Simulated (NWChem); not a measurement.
Everything below was run with NWChem. System: ammonium (H₄N (+1)), charge 1, spin multiplicity 1, at a geometry optimised with B3LYP/def2-SVP. Level: PBE/def2-SVPD.

Part of the output:

```
             Northwest Computational Chemistry Package (NWChem) 7.3.0
             --------------------------------------------------------

                                NWChem Input Module
                                -------------------

 Scaling coordinates for geometry "geometry" by  1.889725989
 (inverse scale =  0.529177249)

 Turning off AUTOSYM since
 SYMMETRY directive was detected!

                             Geometry "geometry" -> ""
                             -------------------------

 Output coordinates in angstroms (scale by  1.889725989 to convert to a.u.)

  No.       Tag          Charge          X              Y              Z
 ---- ---------------- ---------- -------------- -------------- --------------
    1 N                    7.0000     0.00000000     0.00000000     0.00000000
    2 H                    1.0000     0.84280700     0.00000000     0.59595400
    3 H                    1.0000    -0.84280700     0.00000000     0.59595400
    4 H                    1.0000     0.00000000     0.84280600    -0.59595500
    5 H                    1.0000     0.00000000    -0.84280600    -0.59595500

 Effective nuclear repulsion energy (a.u.)      16.2380439531

            Nuclear Dipole moment (a.u.)
            ----------------------------
        X                 Y               Z
 ---------------- ---------------- ----------------
     0.0000000000     0.0000000000    -0.0000037795

      Symmetry information
      --------------------

 Group name             C2v
 Group number             16
 Group order               4
 No. of unique centers     3

      Symmetry unique atoms

     1    2    4


 Summary of "ao basis" -> "" (spherical)
 ------------------------------------------------------------------------------
       Tag                 Description            Shells   Functions and Types
 ---------------- ------------------------------  ------  ---------------------
 *                         def2-svpd                  on all atoms

  pbe96 is a nonlocal functional; adding pw91lda local functional.
                              NWChem Property Module
                              ----------------------

                                 NWChem DFT Module
                                 -----------------

 Summary of "ao basis" -> "ao basis" (spherical)
 ------------------------------------------------------------------------------
       Tag                 Description            Shells   Functions and Types
[...]
     ---------------------------------

     L   x y z        total         alpha         beta         nuclear
     -   - - -        -----         -----         ----         -------
     0   0 0 0      1.000000     -5.000000     -5.000000     11.000000

     1   1 0 0     -0.000000     -0.000000     -0.000000      0.000000
     1   0 1 0      0.000000      0.000000      0.000000      0.000000
     1   0 0 1     -0.000001      0.000001      0.000001     -0.000004

     2   2 0 0     -3.250587     -4.161905     -4.161905      5.073223
     2   1 1 0     -0.000000     -0.000000     -0.000000      0.000000
     2   1 0 1     -0.000000     -0.000000     -0.000000      0.000000
     2   0 2 0     -3.250593     -4.161902     -4.161902      5.073211
     2   0 1 1     -0.000000     -0.000000     -0.000000      0.000000
     2   0 0 2     -3.250589     -4.161906     -4.161906      5.073222

 *** CALLING NEW AORESP DRIVER FOR CLOSED AND OPEN SHELLS ***
 Entering AOResponse driver routine

--------------------------------------------------------------------------------

          ****************
          *** RESPONSE ***
          ****************

 Response module for NWChem and dynamic CPKS solver

          -----------------------------------------------
          Solving response equations for perturbing field
          -----------------------------------------------

 number of frequencies:     1
 frequency in a.u.:  0.4280000E-01
 Perturbing field: electric
 Using El. Dipole Length Gauge

 Setting up CPKS with frequency omega =      0.04280000 a.u.

                            NWChem Dynamic CPHF Module
                            --------------------------

    scftype = RHF
    nclosed =    5
      nopen =    0
  variables =      470
  num. vecs =        3
  tolerance =   1.0D-04
  max. iter =   50

  int2e_file: Failed to allocate cache ... halving
 SCF residual:    8.5760554598836532E-007

Iterative solution of linear equations
  No. of variables      470
  No. of equations        3
  Maximum subspace       30
       Convergence  1.0D-04

 ga_lkain filestub:cphf_sol
 ga_lkain filesoln:./mol.cphf_sol

   iter   nsub   residual    time
   ----  ------  --------  ---------
     1      3    1.15D+00       1.5
     2      6    2.19D-01       2.0
     3      9    1.56D-02       2.4
     4     12    6.60D-04       2.9
     5     15    8.40D-06       3.3

 Electric Dipole Response Matrix (nonzero elements):

              1        2        3
    1    9.3491   0.0000   0.0000
    2    0.0000   9.3491  -0.0000
    3    0.0000  -0.0000   9.3491

 ------------------------------------------
 average:         9.34913 + I       0.00000

 DFT Linear Response polarizability / au
 Frequency  =       0.0428000 / au
 Wavelength =    1064.5643224 / nm
              X              Y              Z
 -----------------------------------------------
 X       9.3491243      0.0000000      0.0000000
 Y       0.0000000      9.3491190     -0.0000000
 Z       0.0000000     -0.0000000      9.3491324
 -----------------------------------------------
 Eigenvalues =       9.3491243      9.3491190      9.3491324
 Isotropic   =       9.3491252
 Anisotropic =       0.0000117
 -----------------------------------------------

 Magnetic Dipole Response Matrix (nonzero elements):
 Optical rotation tensor Beta

              1        2        3
    1   -0.0000  -0.0000   0.0000
    2   -0.0000  -0.0000  -0.0000
    3   -0.0000   0.0000   0.0000

 ------------------------------------------
 average:         0.00000 + I       0.00000

 Exiting AOResponse driver routine

          -------------
          Dipole Moment
          -------------

 Center of charge (in au) is the expansion point
         X =       0.0000000 Y =       0.0000000 Z =      -0.0000003

   Dipole moment        0.0000006789 A.U.
             DMX       -0.0000000039 DMXEFC        0.0000000000
             DMY        0.0000000043 DMYEFC        0.0000000000
             DMZ       -0.0000006788 DMZEFC        0.0000000000
   -EFC- dipole         0.0000000000 A.U.
   Total dipole         0.0000006789 A.U.

   Dipole moment        0.0000017255 Debye(s)
             DMX       -0.0000000100 DMXEFC        0.0000000000
             DMY        0.0000000110 DMYEFC        0.0000000000
             DMZ       -0.0000017255 DMZEFC        0.0000000000
   -EFC- dipole         0.0000000000 DEBYE(S)
   Total dipole         0.0000017255 DEBYE(S)

 1 a.u. = 2.541766 Debyes

 Task  times  cpu:        3.3s     wall:        3.3s

 Total times  cpu:        3.4s     wall:        3.4s
```

Task: Write an NWChem input that would produce this output.

Result: One answer among several that fit: 
```
start mol
memory heap 200 mb stack 900 mb global 1100 mb
charge 1
geometry units angstroms nocenter noautoz
  N      0.000000     0.000000     0.000000
  H      0.842807     0.000000     0.595954
  H     -0.842807     0.000000     0.595954
  H      0.000000     0.842806    -0.595955
  H      0.000000    -0.842806    -0.595955
  symmetry group C2v
end
basis spherical
  * library def2-svpd
end
dft
  xc xpbe96 cpbe96
  semidirect memsize 60000000 filesize 0
  iterations 100
end
property
  dipole
  response 1 0.0428
end
task dft property
```
